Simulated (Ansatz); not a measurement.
Saddle search on SiNH₇Cl₂O, closed shell by partitioned rational-function steps on PBE0-D4/def2-TZVP gradients (Ansatz 0.2.0), from this start:

Si1  (-1.280, -0.501, 0.075)
Cl2  (1.223, -1.823, 0.521)
H3  (-0.900, -0.988, -1.269)
H4  (-1.652, -1.494, 1.101)
Cl5  (-3.039, 0.596, -0.295)
H6  (0.984, 0.842, -0.280)
N7  (-0.203, 0.820, 0.642)
H8  (1.784, -0.563, -0.303)
O9  (1.869, 0.493, -0.782)
H10  (-0.717, 1.687, 0.806)
H11  (0.274, 0.542, 1.503)
H12  (1.657, 0.388, -1.720)
(Å)

```
step  energy less the last (meV)  largest force (eV/Å)  curvature followed (eV/Å²)
   1                        18.6                 0.319                       -4.94
   2                         7.8                 0.351                       -4.91
   3                         6.3                 0.355                       -4.97
   4                         9.1                 0.349                       -5.01
   5                         2.8                 0.227                       -5.06
   6                         1.6                 0.155                       -5.12
   7                         1.8                 0.281                       -5.60
   8                         0.3                 0.089                       -5.37
   9                         0.2                 0.049                       -4.52
  10                         0.1                 0.058                       -4.33
  11                         0.1                 0.035                       -4.11
  12                         0.1                 0.046                       -4.23
  13                         0.0                 0.025                       -4.18
  14                         0.1                 0.090                       -4.43
  15                         0.0                 0.013                       -3.87
```

The search ended at:

```
12
angstrom
Si -1.2966 -0.4974 0.0923
Cl 1.2043 -1.8927 0.4351
H -0.9613 -0.9815 -1.2541
H -1.6152 -1.4774 1.1376
Cl -3.0794 0.5520 -0.2195
H 0.9723 0.8132 -0.2628
N -0.2152 0.8214 0.6139
H 1.7866 -0.5944 -0.3278
O 1.8944 0.4804 -0.7304
H -0.7119 1.7015 0.6995
H 0.2222 0.6064 1.5054
H 1.7996 0.4685 -1.6890
```
